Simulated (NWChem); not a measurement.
SrClF; SMILES [Cl][Sr][F]

```xyz
3

Sr     0.0599     0.3468     0.0000
F     -1.3246     1.9391     0.0000
Cl     0.0954    -2.2827     0.0000
```
Atoms are numbered in this order, from 1.

Computed with NWChem. The geometry was optimised at PBE0/def2-SVP (def2 core potentials past Kr). Static field.

| level | isotropic polarisability (bohr³) | anisotropy (bohr³) |
|---|---|---|
| PBE/Sadlej pVTZ, non-relativistic | 47.1 | 22.5 |
| B3LYP/Sadlej pVTZ, non-relativistic | 44.0 | 18.9 |
| Hartree-Fock/Sadlej pVTZ, non-relativistic | (withheld) | (withheld) |

Task: Fill in the missing entries.

Result: 
- Hartree-Fock/Sadlej pVTZ, non-relativistic, isotropic polarisability (bohr³): 36.6
- Hartree-Fock/Sadlej pVTZ, non-relativistic, anisotropy (bohr³): 10.8
